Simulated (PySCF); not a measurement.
AsH4Si, SMILES [SiH3][AsH], multiplicity 2. Atoms are numbered in the order given.

```xyz
6

Si     0.0003    -1.5429     0.0000
As    -0.0454     0.8158     0.0000
H      0.7026    -2.0544     1.2070
H     -1.3919    -2.0583     0.0000
H      0.7026    -2.0544    -1.2070
H      1.4813     0.8451     0.0000
```
Charge 0, spin multiplicity 2.

Geometry: r2SCAN-D4/def2-TZVP. The isomer is the one that the SMILES or the coordinates give; other isomers of the formula were not compared.

The numbers are results of B3LYP/def2-TZVPD (PySCF), not measurements.

Mulliken values depend strongly on the basis, most of all with diffuse functions as here. ESP charges are fitted to the potential on shells at 1.4 to 2.0 van der Waals radii. Atomic charges (e):

```json
[
 {"atom": "Si1", "ESP fit": "0.31", "Mulliken": "0.27", "meta-Löwdin": "0.35", "Mulliken spin": "-0.02"},
 {"atom": "As2", "ESP fit": "-0.10", "Mulliken": "-0.13", "meta-Löwdin": "-0.08", "Mulliken spin": "1.03"},
 {"atom": "H3", "ESP fit": "-0.09", "Mulliken": "-0.07", "meta-Löwdin": "-0.09", "Mulliken spin": "0.02"},
 {"atom": "H4", "ESP fit": "-0.07", "Mulliken": "-0.09", "meta-Löwdin": "-0.09", "Mulliken spin": "0.00"},
 {"atom": "H5", "ESP fit": "-0.09", "Mulliken": "-0.07", "meta-Löwdin": "-0.09", "Mulliken spin": "0.02"},
 {"atom": "H6", "ESP fit": "0.04", "Mulliken": "0.10", "meta-Löwdin": "0.00", "Mulliken spin": "-0.04"}
]
```
